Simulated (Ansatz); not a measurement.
Job for Ansatz (a first-principles code): R-B3LYP-D3(BJ)/def2-TZVP on dimethyl telluride (SMILES C[Te]C). Elements past Kr take the def2 small-core potentials; no spin–orbit coupling.

Ansatz 0.2 input:
```yaml
crystal:
  periodic: [false, false, false]
  atoms:
    - {symbol: C, position_ang: [1.59163690, -0.08803763, 0.01137586]}
    - {symbol: Te, position_ang: [0.03018224, 0.64315988, -1.35184940]}
    - {symbol: C, position_ang: [-1.59109569, 0.14120646, -0.03896620]}
    - {symbol: H, position_ang: [2.04578575, -0.95460474, -0.40259339]}
    - {symbol: H, position_ang: [2.34376243, 0.63668596, 0.18592245]}
    - {symbol: H, position_ang: [1.15745910, -0.40452644, 0.94957153]}
    - {symbol: H, position_ang: [-1.26733668, -0.57048613, 0.71054795]}
    - {symbol: H, position_ang: [-2.34975273, -0.48002339, -0.57986207]}
    - {symbol: H, position_ang: [-2.03939747, 0.97619207, 0.33659721]}
basis:
  gaussian:
    orbitals: def2-TZVP
hamiltonian:
  xc: b3lyp
  dispersion: d3bj
relax: {f_tol: 0.003, max_steps: 120}
```

The log:

```
WARN ansatz: RAYON_NUM_THREADS=6 ignored (pool sized by the plan → 6); use --threads N
Functional definition: B3LYP
integrals: 0.06 GiB planned
1047 factors; their error is unknown
mean field: 0.61 GiB planned
mean field evaluation 1: about -9455.5804 eV, gradient 7.4e1 eV
mean field evaluation 2: about -9439.3524 eV, gradient 1.0e2 eV
mean field evaluation 4: about -9468.2815 eV, gradient 4.8e0 eV
mean field evaluation 8: about -9468.3898 eV, gradient 5.4e-1 eV
mean field evaluation 16: about -9468.3902 eV, gradient 4.7e-5 eV
mean field -9468.39020175 eV, -347.9569220089 hartree, gradient 4.7e-5 eV, S^2 0.000000; 0 other end points of the search recorded, 0 dependent functions left out
the calculation of the forces begins
reference -9468.39044601 eV, -347.9569309851 hartree; 21, 21 occupied and 127, 127 virtual orbitals, 1047 factors
relax step   1: F+E_penalty+E_count = -9468.70882377 eV  Δ(F+E_penalty+E_count) = +0.000e0 eV  max|allowed force component| = 3.273e0 eV/Å  Δτ_max = 0.0000 Å  (28 SCF iters, accepted)
these checks for a lower state are left out or cut short: starts, cluster_reference, orbital_swaps, neighbouring_geometries, increment
integrals: 0.06 GiB planned
1047 factors; their error is unknown
mean field: 0.61 GiB planned
mean field -9468.56334552 eV, -347.9632849251 hartree, gradient 1.2e-5 eV, S^2 0.000000; 0 other end points of the search recorded, 0 dependent functions left out
the calculation of the forces begins
reference -9468.56359093 eV, -347.9632939437 hartree; 21, 21 occupied and 127, 127 virtual orbitals, 1047 factors
relax step   2: F+E_penalty+E_count = -9468.88218066 eV  Δ(F+E_penalty+E_count) = -1.734e-1 eV  max|allowed force component| = 9.341e-1 eV/Å  Δτ_max = 0.1503 Å  (30 SCF iters, accepted)
these checks for a lower state are left out or cut short: starts, cluster_reference, orbital_swaps, neighbouring_geometries, increment
integrals: 0.06 GiB planned
1047 factors; their error is unknown
mean field: 0.61 GiB planned
mean field -9468.62339293 eV, -347.9654916266 hartree, gradient 9.0e-6 eV, S^2 0.000000; 0 other end points of the search recorded, 0 dependent functions left out
the calculation of the forces begins
reference -9468.62363959 eV, -347.9655006915 hartree; 21, 21 occupied and 127, 127 virtual orbitals, 1047 factors
relax step   3: F+E_penalty+E_count = -9468.94216804 eV  Δ(F+E_penalty+E_count) = -5.999e-2 eV  max|allowed force component| = 7.427e-2 eV/Å  Δτ_max = 0.1647 Å  (30 SCF iters, accepted)
these checks for a lower state are left out or cut short: starts, cluster_reference, orbital_swaps, neighbouring_geometries, increment
integrals: 0.06 GiB planned
1047 factors; their error is unknown
mean field: 0.61 GiB planned
mean field evaluation 32: about -9468.3057 eV, gradient 8.7e0 eV
mean field -9468.64054284 eV, -347.9661218745 hartree, gradient 1.6e-5 eV, S^2 0.000000; 0 other end points of the search recorded, 0 dependent functions left out
the calculation of the forces begins
reference -9468.64078947 eV, -347.9661309379 hartree; 21, 21 occupied and 127, 127 virtual orbitals, 1047 factors
relax step   4: F+E_penalty+E_count = -9468.95927032 eV  Δ(F+E_penalty+E_count) = -1.710e-2 eV  max|allowed force component| = 8.768e-2 eV/Å  Δτ_max = 0.2000 Å  (28 SCF iters, accepted)
these checks for a lower state are left out or cut short: starts, cluster_reference, orbital_swaps, neighbouring_geometries, increment
integrals: 0.06 GiB planned
1047 factors; their error is unknown
mean field: 0.61 GiB planned
mean field -9468.61849916 eV, -347.9653117838 hartree, gradient 1.5e-5 eV, S^2 0.000000; 0 other end points of the search recorded, 0 dependent functions left out
the calculation of the forces begins
reference -9468.61874768 eV, -347.9653209170 hartree; 21, 21 occupied and 127, 127 virtual orbitals, 1047 factors
relax step   5: F+E_penalty+E_count = -9468.93836615 eV  Δ(F+E_penalty+E_count) = +2.090e-2 eV  max|allowed force component| = 6.424e-1 eV/Å  Δτ_max = 0.1938 Å  (28 SCF iters, rejected (line search))
these checks for a lower state are left out or cut short: starts, cluster_reference, orbital_swaps, neighbouring_geometries, increment
integrals: 0.06 GiB planned
1047 factors; their error is unknown
mean field: 0.61 GiB planned
mean field -9468.64791563 eV, -347.9663928193 hartree, gradient 7.7e-6 eV, S^2 0.000000; 0 other end points of the search recorded, 0 dependent functions left out
the calculation of the forces begins
reference -9468.
[...]

mean field evaluation 64: about -9468.6564 eV, gradient 4.2e-3 eV
mean field -9468.65635277 eV, -347.9667028784 hartree, gradient 1.1e-5 eV, S^2 0.000000; 0 other end points of the search recorded, 0 dependent functions left out
the calculation of the forces begins
reference -9468.65660043 eV, -347.9667119798 hartree; 21, 21 occupied and 127, 127 virtual orbitals, 1047 factors
relax step   8: F+E_penalty+E_count = -9468.97708240 eV  Δ(F+E_penalty+E_count) = -2.475e-3 eV  max|allowed force component| = 3.604e-1 eV/Å  Δτ_max = 0.1404 Å  (30 SCF iters, accepted)
these checks for a lower state are left out or cut short: starts, cluster_reference, orbital_swaps, neighbouring_geometries, increment
integrals: 0.06 GiB planned
1047 factors; their error is unknown
mean field: 0.61 GiB planned
mean field -9468.67488743 eV, -347.9673840147 hartree, gradient 1.9e-5 eV, S^2 0.000000; 0 other end points of the search recorded, 0 dependent functions left out
the calculation of the forces begins
reference -9468.67513643 eV, -347.9673931652 hartree; 21, 21 occupied and 127, 127 virtual orbitals, 1047 factors
relax step   9: F+E_penalty+E_count = -9468.99516819 eV  Δ(F+E_penalty+E_count) = -1.809e-2 eV  max|allowed force component| = 1.565e-1 eV/Å  Δτ_max = 0.1936 Å  (30 SCF iters, accepted)
these checks for a lower state are left out or cut short: starts, cluster_reference, orbital_swaps, neighbouring_geometries, increment
integrals: 0.06 GiB planned
1047 factors; their error is unknown
mean field: 0.61 GiB planned
mean field -9468.67381187 eV, -347.9673444886 hartree, gradient 6.6e-6 eV, S^2 0.000000; 0 other end points of the search recorded, 0 dependent functions left out
the calculation of the forces begins
reference -9468.67406110 eV, -347.9673536477 hartree; 21, 21 occupied and 127, 127 virtual orbitals, 1047 factors
relax step  10: F+E_penalty+E_count = -9468.99437672 eV  Δ(F+E_penalty+E_count) = +7.915e-4 eV  max|allowed force component| = 3.455e-1 eV/Å  Δτ_max = 0.0616 Å  (30 SCF iters, rejected (line search))
these checks for a lower state are left out or cut short: starts, cluster_reference, orbital_swaps, neighbouring_geometries, increment
integrals: 0.06 GiB planned
1047 factors; their error is unknown
mean field: 0.61 GiB planned
mean field -9468.67592881 eV, -347.9674222847 hartree, gradient 6.5e-6 eV, S^2 0.000000; 0 other end points of the search recorded, 0 dependent functions left out
the calculation of the forces begins
reference -9468.67617798 eV, -347.9674314416 hartree; 21, 21 occupied and 127, 127 virtual orbitals, 1047 factors
relax step  11: F+E_penalty+E_count = -9468.99660543 eV  Δ(F+E_penalty+E_count) = -1.437e-3 eV  max|allowed force component| = 1.747e-2 eV/Å  Δτ_max = 0.0305 Å  (31 SCF iters, accepted)
these checks for a lower state are left out or cut short: starts, cluster_reference, orbital_swaps, neighbouring_geometries, increment
integrals: 0.06 GiB planned
1047 factors; their error is unknown
mean field: 0.61 GiB planned
mean field -9468.67607381 eV, -347.9674276133 hartree, gradient 8.0e-6 eV, S^2 0.000000; 0 other end points of the search recorded, 0 dependent functions left out
the calculation of the forces begins
reference -9468.67632341 eV, -347.9674367861 hartree; 21, 21 occupied and 127, 127 virtual orbitals, 1047 factors
relax step  12: F+E_penalty+E_count = -9468.99657921 eV  Δ(F+E_penalty+E_count) = +2.622e-5 eV  max|allowed force component| = 1.570e-1 eV/Å  Δτ_max = 0.0978 Å  (31 SCF iters, rejected (line search))
these checks for a lower state are left out or cut short: starts, cluster_reference, orbital_swaps, neighbouring_geometries, increment
integrals: 0.06 GiB planned
1047 factors; their error is unknown
mean field: 0.61 GiB planned
mean field evaluation 96: about -9468.5989 eV, gradient 1.4e-2 eV
mean field -9468.67638843 eV, -347.9674391753 hartree, gradient 6.8e-6 eV, S^2 0.000000; 0 other end points of the search recorded, 0 dependent functions left out
the calculation of the forces begins
reference -9468.67663765 eV, -347.9674483342 hartree; 21, 21 occupied and 127, 127 virtual orbitals, 1047 factors
relax step  13: F+E_penalty+E_count = -9468.99694003 eV  Δ(F+E_penalty+E_count) = -3.346e-4 eV  max|allowed force component| = 5.579e-2 eV/Å  Δτ_max = 0.0489 Å  (30 SCF iters, accepted)
these checks for a lower state are left out or cut short: starts, cluster_reference, orbital_swaps, neighbouring_geometries, increment
integrals: 0.06 GiB planned
1047 factors; their error is unknown
mean field: 0.61 GiB planned
mean field -9468.67612389 eV, -347.9674294539 hartree, gradient 6.9e-6 eV, S^2 0.000000; 0 other end points of the search recorded, 0 dependent functions left out
the calculation of the forces begins
reference -9468.67637317 eV, -347.9674386148 hartree; 21, 21 occupied and 127, 127 virtual orbitals, 1047 factors
relax step  14: F+E_penalty+E_count = -9468.99732541 eV  Δ(F+E_penalty+E_count) = -3.854e-4 eV  max|allowed force component| = 5.101e-2 eV/Å  Δτ_max = 0.0480 Å  (30 SCF iters, accepted)
these checks for a lower state are left out or cut short: starts, cluster_reference, orbital_swaps, neighbouring_geometries, increment
integrals: 0.06 GiB planned
1047 factors; their error is unknown
mean field: 0.61 GiB planned
mean field -9468.67714659 eV, -347.9674670372 hartree, gradient 6.5e-6 eV, S^2 0.000000; 0 other end points of the search recorded, 0 dependent functions left out
the calculation of the forces begins
reference -9468.67739602 eV, -347.9674762035 hartree; 21, 21 occupied and 127, 127 virtual orbitals, 1047 factors
relax step  15: F+E_penalty+E_count = -9468.99769788 eV  Δ(F+E_penalty+E_count) = -3.725e-4 eV  max|allowed force component| = 4.191e-3 eV/Å  Δτ_max = 0.0170 Å  (32 SCF iters, accepted)
these checks for a lower state are left out or cut short: starts, cluster_reference, orbital_swaps, neighbouring_geometries, increment
integrals: 0.06 GiB planned
1047 factors; their error is unknown
mean field: 0.61 GiB planned
mean field -9468.67700559 eV, -347.9674618556 hartree, gradient 6.5e-6 eV, S^2 0.000000; 0 other end points of the search recorded, 0 dependent functions left out
the calculation of the forces begins
reference -9468.67725494 eV, -347.9674710190 hartree; 21, 21 occupied and 127, 127 virtual orbitals, 1047 factors
relax step  16: F+E_penalty+E_count = -9468.99771771 eV  Δ(F+E_penalty+E_count) = -1.983e-5 eV  max|allowed force component| = 1.928e-3 eV/Å  Δτ_max = 0.0044 Å  (32 SCF iters, accepted)
integrals: 0.06 GiB planned
1047 factors; their error is unknown
mean field: 0.61 GiB planned
mean field evaluation 128: about -9468.6770 eV, gradient 6.4e-6 eV
mean field -9468.67700559 eV, -347.9674618556 hartree, gradient 6.5e-6 eV, S^2 0.000000; 1 other end points of the search recorded, 0 dependent functions left out
the calculation of the forces begins
reference -9468.67725494 eV, -347.9674710190 hartree; 21, 21 occupied and 127, 127 virtual orbitals, 1047 factors
Total energy: -9468.99796705 eV, -347.9792569719 hartree
Atom 0 at     1.566032     0.065038     0.095201 Å, force     0.000272    -0.000287     0.000809 eV/Å
Atom 1 at     0.044357     0.645246    -1.323633 Å, force     0.000105     0.000220    -0.000409 eV/Å
Atom 2 at    -1.584344    -0.097474    -0.114968 Å, force    -0.000479    -0.000426     0.000593 eV/Å
Atom 3 at     1.539879    -1.012178     0.236407 Å, force    -0.000197     0.000659     0.000190 eV/Å
Atom 4 at     2.526719     0.358073    -0.322554 Å, force    -0.001928     0.000174    -0.000166 eV/Å
Atom 5 at     1.401398     0.582438     1.036603 Å, force     0.000535    -0.000489    -0.000632 eV/Å
Atom 6 at    -1.464739    -1.166634     0.038731 Å, force    -0.000448     0.000681     0.000144 eV/Å
Atom 7 at    -2.505848     0.094997    -0.660032 Å, force     0.001922     0.000117    -0.000045 eV/Å
Atom 8 at    -1.602210     0.430060     0.834987 Å, force     0.000219    -0.000648    -0.000482 eV/Å
Dipole moment:    -0.009379    -0.115860     0.230102 e Å
```

The run converged.

Cost: about 80 core-seconds (a rough figure).
